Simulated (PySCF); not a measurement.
## Computed properties of Ge(H)2(Cl)(Me) (CH₅ClGe), SMILES [CH3][GeH2][Cl]

CH5ClGe, SMILES [CH3][GeH2][Cl]. The structure is a stationary point at B3LYP-D3(BJ)/def2-SVP. Other conformers were not sampled. All values are computed for the isolated molecule unless a solvent is named; none is compared with measurement here.

**Structure.** The optimised structure has Cs symmetry. All 18 harmonic modes at B3LYP-D3(BJ)/def2-SVP (PySCF) are real, so it is a minimum. With heavy atoms numbered as in [GeH2:1]([CH3:2])[Cl:3], the shortest bond between them is Ge1–C2 at 1.953 Å and the longest Ge1–Cl3 at 2.189 Å.

**Vibrations.** The strongest infrared lines (harmonic, unscaled, degenerate partners summed) lie at 2140 cm⁻¹ (138 km/mol, H 98 %), 855 cm⁻¹ (124 km/mol, H 85 %, C 13 %), 2133 cm⁻¹ (95 km/mol, H 99 %). The softest mode is at 125 cm⁻¹ and the zero-point energy is 33.5 kcal/mol.

**Electronic structure.** ωB97X/def2-TZVPD (PySCF) places the frontier levels at -10.92 and 1.62 eV, a gap of 12.54 eV, and gives a dipole moment of 2.58 D and a mean polarisability of 59.0 bohr³.

**Excitations.** TDDFT-M06-2X/def2-SVPD (PySCF) has S1 at 7.13 eV (174 nm, f = 0.017, weak); the most intense of the 10 singlets computed lies at 9.15 eV (f = 0.28). T1 (TDA) is at 6.79 eV. No vertical singlet excitation falls in the visible range (under 3.1 eV).

**NMR.** GIAO shifts at PBE0/pcSseg-1 (PySCF) (non-relativistic, atoms alike by connectivity averaged): ¹³C at 4.8 ppm against TMS; ¹H from 1.0 to 5.6 ppm against TMS. Without spin–orbit terms, shifts of atoms bonded to Cl or Br come out too high.
